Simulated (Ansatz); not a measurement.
`CC(C)[O][AlH][Cl]` and `CC(C)[O][MgH]` differ in one atom or group.

Ansatz, PBE0-D4/def2-TZVP geometries, multiplicity 1. Each molecule was computed in one conformer, which needn't be the lowest.

```json
{"property": "HOMO energy (PBE0/def2-TZVPP) / eV", "`CC(C)[O][AlH][Cl]`": "-8.36"}
{"property": "LUMO energy (PBE0/def2-TZVPP) / eV", "`CC(C)[O][AlH][Cl]`": "-0.72"}
{"property": "size of the dipole moment (PBE/def2-TZVPP) / D", "`CC(C)[O][AlH][Cl]`": "1.20"}
{"property": "HOMO energy (PBE/def2-TZVPP) / eV", "`CC(C)[O][AlH][Cl]`": "-6.90"}
{"property": "HOMO energy (B3LYP/def2-TZVPP) / eV", "`CC(C)[O][AlH][Cl]`": "-8.12"}
{"property": "zero-point energy (PBE0-D4/def2-TZVP) / kJ/mol", "`CC(C)[O][AlH][Cl]`": "281.2"}
```

Problem. Give the same properties after the change, and the shifts. (Estimate.)

Solution. The calculation gave: 
| property | `CC(C)[O][MgH]` | shift |
| --- | --- | --- |
| HOMO energy (PBE0/def2-TZVPP) / eV | -7.09 | 1.27 |
| LUMO energy (PBE0/def2-TZVPP) / eV | -0.56 | 0.16 |
| size of the dipole moment (PBE/def2-TZVPP) / D | 0.13 | -1.07 |
| HOMO energy (PBE/def2-TZVPP) / eV | -5.66 | 1.24 |
| HOMO energy (B3LYP/def2-TZVPP) / eV | -6.89 | 1.23 |
| zero-point energy (PBE0-D4/def2-TZVP) / kJ/mol | 269.6 | -11.6 |

With PBE0 the HOMO rises by 1.27 eV and the LUMO rises by 0.16 eV, so the gap narrows by about 1.11 eV. PBE moves the HOMO by 1.24 eV and ωB97M-V by 1.24 eV. The zero-point energy changes by -11.6 kJ/mol with -3 modes. Dipoles are sizes alone; their direction can turn.

B3LYP here is the variant with VWN-RPA as its local correlation; programs differ in this.
